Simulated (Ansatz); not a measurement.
Total energies of CH$_{5}$NOZn (`[NH2][Zn][CH2]O`).

```csv
atom,x (Å),y (Å),z (Å)
N1,-0.1054,-2.4683,-0.3134
Zn2,-0.1193,-0.6547,-0.1570
C3,-0.2409,1.2876,-0.0758
O4,0.7825,1.7621,0.7967
H5,-0.3503,-3.0272,0.4911
H6,0.6749,-2.9098,-0.7781
H7,-0.1311,1.7082,-1.0852
H8,-1.2377,1.5818,0.2815
H9,0.7271,2.7203,0.8401
```

Total charge 0; spin multiplicity 1. For Zn the d shell is correlated and the shells below it are frozen. Scalar relativity is left out up to krypton. The structure was optimised at the PBE0-D4/def2-TZVP level. It is one conformer, not always the lowest. Basis def2-TZVPP, Ansatz 0.2.0.

RPA on PBE orbitals: Hartree–Fock energy of these orbitals -1947.86893 Eh, correlation -1.65014 Eh (frozen core).

```tsv
functional	energy without D4 (Eh)	D4 term (kJ/mol)
LDA (SPW92)	-1946.28612	–
PBE	-1950.07942	-12.0
revPBE	-1950.37438	-39.2
BLYP	-1950.58192	-26.7
r2SCAN	-1950.43815	-3.0
B97M-V	-1950.15190	–
PBE0	-1950.10237	-10.0
r2SCANh	-1950.41183	-3.2
CAM-B3LYP	-1950.58870	-10.1
ωB97M-V	-1950.37944	–
```

(1) Give the same for B3LYP, r2SCAN0, HSE06 (plane-wave form), BHLYP, LC-ωPBE, ωB97X-V, B2PLYP, PBE-QIDH. (An estimate is asked.)

B3LYP takes the VWN-RPA correlation (the form of Gaussian; ORCA's B3LYP/G). HSE06 is the plane-wave form, built on full-range PBE exchange. The double hybrids freeze the cores in their second-order part.

Answers

(1) Ansatz gave: 
```
             functional  energy without D4 (Eh)  D4 term (kJ/mol)
                  B3LYP             -1950.60242             -19.3
                r2SCAN0             -1950.37429              -3.5
HSE06 (plane-wave form)             -1950.09208              -9.3
                  BHLYP             -1950.40221             -14.5
                LC-ωPBE             -1950.21840                 –
                ωB97X-V             -1950.32029                 –
                 B2PLYP             -1950.13649                 –
               PBE-QIDH             -1949.83223                 –
```

LC-ωPBE has ω = 0.4 bohr⁻¹.
